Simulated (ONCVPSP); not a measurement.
# platinum (Pt): ONCV pseudisation with PBE, scalar-relativistic reference atom.

platinum, optimised norm-conserving Vanderbilt (ONCV), made with ONCVPSP 4.0.1 (PBE, scalar-relativistic). Core [Kr] 4d10 4f14, reference 5s2 5p6 5d9 6s1. Waves: 5s+6s: rc 1.30 bohr, ncon 4, nbas 8, qcut 7.1 1/bohr, 2 projectors; 5p: rc 1.60 bohr, ncon 4, nbas 7, qcut 6.7 1/bohr, 2 projectors, debl 2.3 Ha; 5d: rc 1.65 bohr, ncon 4, nbas 9, qcut 6.7 1/bohr, 2 projectors, debl 0.4 Ha; f scattering state at 0.4 Ha: rc 1.60 bohr, ncon 4, nbas 8, qcut 6.7 1/bohr, 2 projectors, debl 0.5 Ha. Local part: polynomial inside 1.20 bohr (lpopt 5, dvloc0 0 Ha). Core correction: Teter function fitted to the true core (icmod 2), fcfact 0.3.

All-electron outer shells of the reference configuration (PBE, scalar-relativistic, ld1.x):

| shell | level (eV) | outermost node (bohr) | outermost maximum (bohr) |
| --- | --- | --- | --- |
| 5s | -101.82 | 0.49 | 0.87 |
| 4f | -70.08 | – | 0.38 |
| 5p | -56.02 | 0.53 | 0.98 |
| 5d | -6.14 | 0.57 | 1.26 |
| 6s | -5.66 | 1.14 | 2.38 |

Estimate the cutoffs (Ha) at which the residual kinetic energy of the hardest occupied pseudo-wave falls to 1 and 0.1 mHa per electron.

33 Ha and 100 Ha.

What does a ghost test show?

Ghosts flagged at negative energy: f at -673.0 eV; GHOST(+) flagged for s at 242.0 eV. A true bound ghost makes a file unfit for plane-wave use.

Which valence shell sets the plane-wave cutoff?

5s: 33 Ha for 1 mHa per electron, against 23 Ha for 6s.

Tests: 5s2 5p6 5d9 6s0; 5s2 5p6 5d8 6s0; 5s2 5p6 5d7 6s0; 5s2 5p6 5d6 6s0. Which has the largest error in its energy relative to the reference configuration, and how large is it?

5s2 5p6 5d6 6s0, with -26 meV (all-electron minus pseudo) on +107.03 eV.
